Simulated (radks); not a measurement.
The numbers below are computed, except where a source is named.
How relativity changes the ionisation of neutral barium ([Xe] 6s2) to Ba+ ([Xe] 6s1). Spin-unpolarised spherical Kohn-Sham, PBE, point nucleus unless stated (finite: rms radius 4.8378 fm), a radial shooting solver on a logarithmic mesh with Libxc functionals. A level marked "c x" has the speed of light scaled by that factor.

| level | E(Ba) (hartree) | E(Ba+) (hartree) | IE (eV) | HOMO | <r> HOMO (bohr) |
|---|---|---|---|---|---|
| non-rel. | -7885.7312 | -7885.5402 | 5.195 | 6s | 4.951 |
| scalar-rel. | -8135.5648 | -8135.3677 | 5.362 | 6s | 4.790 |
| scalar-rel., finite nucleus | -8135.2310 | -8135.0340 | 5.362 | 6s | 4.790 |
| Dirac | -8139.3267 | -8139.1297 | 5.361 | 6s1/2 | 4.792 |
| Dirac, finite nucleus | -8138.9916 | -8138.7945 | 5.361 | 6s1/2 | 4.792 |
| Dirac, c x 0.75 | -8371.3985 | -8371.1954 | 5.525 | 6s1/2 | 4.647 |
| Dirac, c x 1.25 | -8042.9990 | -8042.8044 | 5.297 | 6s1/2 | 4.852 |
| Dirac, c x 5 | -7895.0896 | -7894.8984 | 5.201 | 6s1/2 | 4.945 |

NIST Atomic Spectra Database: 5.212 eV (measured). The relativistic part of the total energy of Ba is -253.3 hartree (Dirac, finite nucleus), 3.2 % of the non-relativistic value. Spin polarisation and multiplet splitting of open shells are left out at every level.

Beside tabulated values, note that relativity, absent from the non-relativistic runs, is large for the heavy elements, and spin-unpolarised runs miss the spin-polarisation part of the exchange energy of open shells.
